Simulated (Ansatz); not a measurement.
C5H8N2 (`CCc1ncc[nH]1`), 15 atoms. Charge 0, multiplicity 1. Hardware: A = 2 threads of an AMD EPYC 7R13 on a shared host; B = 2 threads of an AMD EPYC 7R13 on a shared host and a share of an NVIDIA H100 80 GB. Correlated methods freeze the cores. Open-shell runs search over several starts.

(1) How many basis functions does each run have, and how long does it take in Ansatz? UKS ωB97M-V/def2-TZVPP energy of the cation [B]; RKS ωB97M-V/def2-QZVPP energy [B]; RKS ωB97M-V/def2-SVP energy [A]; UHF-CCSD(T)/def2-TZVPP energy of the cation [B]; RKS PBE0-D4/def2-SVP energy [A]; UKS ωB97X-V/def2-TZVPP energy of the cation [B]; RHF-CCSD(T)/def2-SVP energy [B]; UKS r2SCAN-D4/def2-TZVPP energy of the cation [B]; UKS PBE0-D4/def2-TZVPP energy of the cation [B]; RKS r2SCAN0-D4/def2-TZVPP energy [B]; UKS PBE-D4/def2-TZVPP energy of the cation [B]; RKS BLYP-D4/def2-TZVPP energy [B]. (Estimate.)

## Answers

(1) Ansatz gave: Other jobs shared the machine, so times are rough.

```tsv
level	job	functions	wall time	peak host memory (GiB)
RKS PBE0-D4/def2-SVP	energy [A]	138	3 s	0.38
RKS ωB97M-V/def2-SVP	energy [A]	138	9 s	0.49
RHF-CCSD(T)/def2-SVP	energy [B]	138	9.5 s	0.77
RKS r2SCAN0-D4/def2-TZVPP	energy [B]	329	12 s	0.87
RKS BLYP-D4/def2-TZVPP	energy [B]	329	13 s	0.86
UKS r2SCAN-D4/def2-TZVPP	energy of the cation [B]	329	15 s	0.97
UKS PBE-D4/def2-TZVPP	energy of the cation [B]	329	21 s	0.93
UKS ωB97X-V/def2-TZVPP	energy of the cation [B]	329	21 s	1
UKS PBE0-D4/def2-TZVPP	energy of the cation [B]	329	21 s	0.91
UKS ωB97M-V/def2-TZVPP	energy of the cation [B]	329	22 s	1.1
RKS ωB97M-V/def2-QZVPP	energy [B]	639	24 s	1.3
UHF-CCSD(T)/def2-TZVPP	energy of the cation [B]	329	81 s	1.5
```
